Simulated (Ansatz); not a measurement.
B₂Cl₂F₂H₂, SMILES `Cl[B@H-]1[F+][B@H-](Cl)[F+]1`. The species carries charge 0 and has multiplicity 1. Geometry: relaxed with PBE0-D4/def2-TZVP.

```xyz
8

Cl    1.787   -1.025   -1.436
B     1.095   -0.211   -0.043
F     0.162    0.938   -0.468
B    -1.095    0.211    0.043
Cl   -1.788    1.025    1.436
F    -0.162   -0.937    0.468
H     1.784    0.122    0.861
H    -1.783   -0.122   -0.861
```

Q: What is the dipole moment at ωB97M-V/def2-TZVPP? (Best estimate.)

A: The calculation gave: 0.00 D, zero by symmetry or nearly so.

Q: Give the Mulliken charges with ωB97M-V, PBE, r2SCAN in def2-TZVPP. (Best estimate.)

A: Ansatz gave: 
| atom | ωB97M-V | PBE | r2SCAN |
| --- | --- | --- | --- |
| Cl1 | -0.11 | -0.13 | -0.15 |
| B2 | 0.15 | 0.21 | 0.26 |
| F3 | -0.11 | -0.08 | -0.13 |
| B4 | 0.15 | 0.21 | 0.26 |
| Cl5 | -0.11 | -0.13 | -0.15 |
| F6 | -0.11 | -0.08 | -0.13 |
| H7 | 0.07 | 0.01 | 0.01 |
| H8 | 0.07 | 0.01 | 0.01 |
